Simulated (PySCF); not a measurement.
## Electronic structure of NbCl4

NbCl4: Nb(IV) (d1), charge 0. The structure is a PBE0-D3(BJ)/def2-TZVP geometry optimised for multiplicity 2; coordination tetrahedral, point group D2d, metal–donor distances 2.26 Å.

The d shell alone is too small an active space for NbCl4 (an active orbital has only 0.64 squared overlap with the free ion's shell): its levels, fitted parameters, g values and moments show what this model gives and aren't sound predictions.

```
5

Nb    0.000    0.000    0.000
Cl    1.220    1.346    1.346
Cl    1.220   -1.346   -1.346
Cl   -1.220   -1.346    1.346
Cl   -1.220    1.346   -1.346
```

Method (PySCF 2.14, density fitting): CASSCF(1,5) with orbitals averaged over all microstates of the shell, strongly contracted NEVPT2 on the averaged canonical orbitals; basis x2c-TZVPall on the metal, x2c-SVPall elsewhere; spin-free X2C; gas phase; spin-orbit coupling by state interaction with the mean-field operator over all roots.

## Spin-free states

```json
{"2S+1": "2", "deg.": "1", "symmetry": "2A1", "cubic parent": "2E 1.00", "free-ion term": "2D 1.00", "CASSCF / cm⁻¹": "0", "NEVPT2 / cm⁻¹": "0", "f(ED)": "–"}
{"2S+1": "2", "deg.": "1", "symmetry": "2B1", "cubic parent": "2E 1.00", "free-ion term": "2D 1.00", "CASSCF / cm⁻¹": "1124", "NEVPT2 / cm⁻¹": "1108", "f(ED)": "0"}
{"2S+1": "2", "deg.": "2", "symmetry": "2E", "cubic parent": "2T2 1.00", "free-ion term": "2D 1.00", "CASSCF / cm⁻¹": "9913", "NEVPT2 / cm⁻¹": "10006", "f(ED)": "1.9e-03"}
{"2S+1": "2", "deg.": "1", "symmetry": "2B2", "cubic parent": "2T2 1.00", "free-ion term": "2D 1.00", "CASSCF / cm⁻¹": "13161", "NEVPT2 / cm⁻¹": "13176", "f(ED)": "6.4e-03"}
```

Energies are counted from the ground state at NEVPT2 level. Weights follow the labels. f(ED) is the electric-dipole oscillator strength from the ground state at the fixed geometry, without vibronic coupling; occupations, where given, run over the ligand-field orbitals from the lowest.

Spin-orbit levels:

```json
{"E / cm⁻¹": "0.0", "deg.": "2", "make-up": "1.00 2A1", "g (S′ = 1/2)": "1.79 1.79 1.99"}
{"E / cm⁻¹": "1110.5", "deg.": "2", "make-up": "1.00 2B1", "g (S′ = 1/2)": "1.78 1.92 1.92"}
{"E / cm⁻¹": "9981.0", "deg.": "2", "make-up": "1.00 2E", "g (S′ = 1/2)": "0.21 0.21 1.33"}
{"E / cm⁻¹": "10155.6", "deg.": "2", "make-up": "1.00 2E", "g (S′ = 1/2)": "0.11 0.11 2.64"}
{"E / cm⁻¹": "13239.2", "deg.": "2", "make-up": "1.00 2B2", "g (S′ = 1/2)": "2.03 2.03 2.20"}
```

## Ligand-field fit

```
cm⁻¹  CASSCF  NEVPT2
10Dq   10434   10509
```

```tsv
orbital	CASSCF / cm⁻¹	NEVPT2 / cm⁻¹	metal share	main function
1	0	0	0.86	x2-y2 0.75
2	1124	1108	0.86	z2 0.75
3	9913	10006	0.72	degenerate set
4	9913	10006	0.72	degenerate set
5	13161	13176	0.70	yz 1.00
```

Angular-overlap fit (NEVPT2, isotropic π): Cl eσ = 13074, eπ = 3831 cm⁻¹ (rms 28).

ζ = 440 cm⁻¹, against 721 for the free ion.

No frequencies were computed for the optimised geometry. Charge-transfer states lie outside this active space and may come lower than some of these levels. NEVPT2 on the d shell alone tends to put d–d bands too high for such charged or covalently bound ions.

The job took 8.8 s on one thread of Arm Neoverse V2 (shared host), with 135 basis functions and a peak of 0.51 GiB, launched as `OMP_NUM_THREADS=1 python lf_run.py task.json out`.
